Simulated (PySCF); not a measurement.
Iodine: a sound run and one with changed settings

Sound run: I [Kr] 4d10 5s2 5p5, I⁺ [Kr] 4d10 5s2 5p4. All numbers are calculated (PySCF 2.14, scalar relativity through the core potential, in aug-cc-pVDZ-PP with ECP28MDF). The sound run starts from symmetry-adapted Hartree-Fock orbitals and uses a fine grid where one is needed.

Changed run: 6 angular points. This setting is unsound on purpose.

```json
{"species": "I", "method": "UHF", "sound run (hartree)": "-294.65373", "changed run (hartree)": "-294.65373", "converged": "yes"}
{"species": "I", "method": "r2SCAN", "sound run (hartree)": "-295.79631", "changed run (hartree)": "-296.36687", "converged": "yes"}
{"species": "I", "method": "PBE0", "sound run (hartree)": "-295.68955", "changed run (hartree)": "-295.91473", "converged": "yes"}
{"species": "I⁺", "method": "UHF", "sound run (hartree)": "-294.30127", "changed run (hartree)": "-294.30127", "converged": "yes"}
{"species": "I⁺", "method": "r2SCAN", "sound run (hartree)": "-295.40792", "changed run (hartree)": "-295.98537", "converged": "yes"}
{"species": "I⁺", "method": "PBE0", "sound run (hartree)": "-295.30169", "changed run (hartree)": "-295.52652", "converged": "yes"}
```

Ionisation energy of I:

| method | sound run (eV) | changed run (eV) |
| --- | --- | --- |
| UHF | 9.591 | 9.591 |
| r2SCAN | 10.568 | 10.381 |
| PBE0 | 10.554 | 10.564 |

A coarse angular grid integrates products of high-l functions wrongly, so density functionals can shift, and the SCF can exploit the error; Hartree-Fock and MP2 need no grid.

For comparison, NIST gives 10.451 eV between the lowest levels.
